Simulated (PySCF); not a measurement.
# Electric field gradients and quadrupole coupling constants

Compound: C₄H₂F₂O.
Structure used (GFN2-xTB), in Å, numbered top down from 1:
```xyz
9
C4H2F2O angstrom
F     -2.228   -1.114   -0.011
C     -1.052   -0.541   -0.201
C     -0.723    0.738   -0.496
C      0.701    0.745   -0.577
C      1.073   -0.531   -0.322
F      2.269   -1.093   -0.267
O      0.024   -1.338   -0.089
H     -1.387    1.564   -0.637
H      1.336    1.576   -0.793
```

Field gradients from the PBE0/pcSseg-1 density (PySCF, non-relativistic), principal values in atomic units, ordered |Vxx| ≤ |Vyy| ≤ |Vzz|:

```
atom      Vxx      Vyy     Vzz
  O7  -0.5293  -0.9637  1.4929
```

Find the asymmetry η = (Vxx − Vyy)/Vzz and the couplings χ = eQV/h (234.96 MHz × Q in barn × V in au), with Q(17O) = −0.0256 b.

| atom | environment | nucleus | η | χzz (MHz) | χxx (MHz) | χyy (MHz) |
| --- | --- | --- | --- | --- | --- | --- |
| O7 | furan-type oxygen | 17O | 0.29 | -8.98 | 3.18 | 5.80 |

What is Vzz at O7 in SI units (1 au = 9.71736 × 10²¹ V/m²)?

1.4929 au = 14.508 × 10²¹ V/m².

What couplings would deuterons (Q(2H) = 0.00286 b) have in place of the hydrogens, at this geometry?

```
atom  bonded to  bond length (Å)  Vzz (au)     η  χzz (kHz)
  H8         C3            1.069    0.3530  0.08        237
  H9         C4            1.069    0.3531  0.08        237
```

Geometry: GFN2-xTB; no solvent, vibrations or thermal averaging. GFN2-xTB bond lengths can be off by several hundredths of an ångström, more for odd bonds, and the gradients follow them. A larger basis could move these couplings by a tenth or more.
